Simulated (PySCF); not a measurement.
C₆H₉Si₂ (doublet state).
InChI=1S/C6H9Si2/c7-5-1-2-6(8)4-3-5/h1-4H,7H2,8H3

The geometry is computed with GFN2-xTB (gas phase). This method treats the open shell by occupation alone, without spin polarisation.

Masses are those of the commonest isotopes; rigid-rotor values at the optimised geometry. 

Problem. What are A, B and C (MHz)?

Solution. Ia = 96.13, Ib = 754.38, Ic = 844.78 u·Å²; 505379 MHz·u·Å²/I gives A = 5257, B = 669.9, C = 598.2 MHz.

Problem. What kind of rotor is it?

Solution. A near-prolate asymmetric top; Ray's κ = -0.969.

Problem. What does the inertial defect say?

Solution. Not planar: Δ = Ic − Ia − Ib = -5.74 u·Å². For a rigid frame Δ = −2 Σ m c², so Σ m c² = 2.87 u·Å² lies off the ab plane: 2.86 from hydrogen and 0.01 from heavier atoms. The atom farthest from that plane is 1.39 Å away.

Problem. Give the other two planar moments, Paa and Pbb, and the rms extents of the mass along the axes.

Solution. Paa = Σ m a² = (Ib + Ic − Ia)/2 = 751.51 and Pbb = Σ m b² = (Ia + Ic − Ib)/2 = 93.26 u·Å². With the mass M = 137.02 u, the rms extents √(P/M) along a, b and c are 2.34, 0.82, 0.14 Å.

Problem. Give the coordinates in the principal-axis frame, origin at the centre of mass.

Solution. The sense of each axis is arbitrary; atoms in the order of the calculation.
| atom | mass (u) | a (Å) | b (Å) | c (Å) |
| --- | --- | --- | --- | --- |
| Si1 | 27.977 | -3.285 | 0.000 | 0.005 |
| C2 | 12.000 | -1.454 | 0.000 | 0.000 |
| C3 | 12.000 | -0.720 | 1.201 | -0.002 |
| C4 | 12.000 | 0.654 | 1.193 | -0.009 |
| C5 | 12.000 | 1.383 | 0.000 | -0.012 |
| Si6 | 27.977 | 3.260 | 0.000 | 0.008 |
| C7 | 12.000 | 0.655 | -1.194 | -0.008 |
| C8 | 12.000 | -0.719 | -1.201 | -0.003 |
| H9 | 1.008 | -4.025 | -1.245 | 0.011 |
| H10 | 1.008 | -4.023 | 1.247 | 0.007 |
| H11 | 1.008 | -1.251 | 2.144 | -0.001 |
| H12 | 1.008 | 1.189 | 2.133 | -0.013 |
| H13 | 1.008 | 3.752 | 1.202 | -0.672 |
| H14 | 1.008 | 3.759 | -0.002 | 1.389 |
| H15 | 1.008 | 3.754 | -1.198 | -0.677 |
| H16 | 1.008 | 1.189 | -2.134 | -0.013 |
| H17 | 1.008 | -1.251 | -2.144 | -0.001 |

Problem. List the rotational levels J(Ka,Kc) to J = 4 (cm⁻¹).

Solution. Above 0(0,0):
J = 1: 1(0,1) 0.0423, 1(1,1) 0.1953, 1(1,0) 0.1977
J = 2: 2(0,2) 0.1269, 2(1,2) 0.2775, 2(1,1) 0.2847, 2(2,1) 0.7437, 2(2,0) 0.7438
J = 3: 3(0,3) 0.2537, 3(1,3) 0.4008, 3(1,2) 0.4152, 3(2,2) 0.8707, 3(2,1) 0.8708, 3(3,1) 1.6417, 3(3,0) 1.6417
J = 4: 4(0,4) 0.4226, 4(1,4) 0.5652, 4(1,3) 0.5891, 4(2,3) 1.0398, 4(2,2) 1.0403, 4(3,2) 1.8110, 4(3,1) 1.8110, 4(4,1) 2.8904, 4(4,0) 2.8904
The levels of one J sum to (2J + 1)J(J + 1)(A + B + C)/3.

Problem. Estimate the classical rotational partition function at 10 K, 50 K and 200 K.

Solution. Point group Cs, symmetry number σ = 1; q = (√π/σ)·√((kT/h)³/(ABC)), k/h = 20836.6 MHz/K: 3670 at 10 K, 41100 at 50 K, 328000 at 200 K.

For this open shell read J as N, the rotation without spin; fine and hyperfine splittings come on top. Whether it is a minimum is left open (no frequencies). Zero-point vibration and centrifugal distortion are left out.
